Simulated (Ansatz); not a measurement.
Consider the substitution at a C–In bond: `C[CH](C)[In]([CH](C)C)[CH](C)C` + `[OH][GeH2][F]` → `CC(C)[O][GeH2][F]` + `C[CH](C)[InH][CH](C)C`.

Computed with Ansatz on PBE0-D4/def2-TZVP structures; ΔE is electronic, products minus reactants. CBS: MP2 limit from def2 TZ/QZ plus the TZ coupled-cluster correction, frozen cores. DFT in def2-TZVPP. HSE06 is defined as in plane-wave codes. Elements past krypton have def2 core potentials. For Ge, In outer-core shells are correlated without core-valence functions, which leaves a few kJ/mol of doubt a bond. Scalar relativity is left out up to krypton. One conformer a species, not always the lowest.

```
             level  ΔE (kJ/mol)
            PBE-D4         25.9
          HSE06-D4         23.7
            revPBE         25.7
              PBE0         19.7
             BHLYP          8.9
RPA@PBE/def2-TZVPP         27.3
       HF/def2-SVP        -15.3
     MP2/CBS(def2)         44.0
```

(1) What does CCSD(T)/CBS give? (An estimate is asked.)

Largest T1 diagnostic among the species: 0.012.

Results:

(1) Ansatz gave: +31.6 kJ/mol. The listed levels differ from it by -5.7, -7.9, -5.9, -11.9, -22.7, -4.3, -46.9, 12.4 kJ/mol.

At CCSD(T), def2-SVP lies −24.3 kJ/mol from the extrapolated value and def2-TZVPP −2.1 kJ/mol. The D4 term adds +4.4 kJ/mol with B3LYP and +3.6 kJ/mol with PBE0; it sums over pairs of atoms, weighted by their polarisabilities, and B3LYP, whose exchange is more repulsive, gets the larger term. Leaving LDA and LC-ωPBE aside and taking each functional with its dispersion term where it has one, the values, not all of them listed here, spread over 19.2 kJ/mol, from B97M-V to PBE-D4. LDA lies −11.0 kJ/mol from PBE without D4.

B3LYP here is the variant with VWN-RPA as its local correlation; programs differ in this.
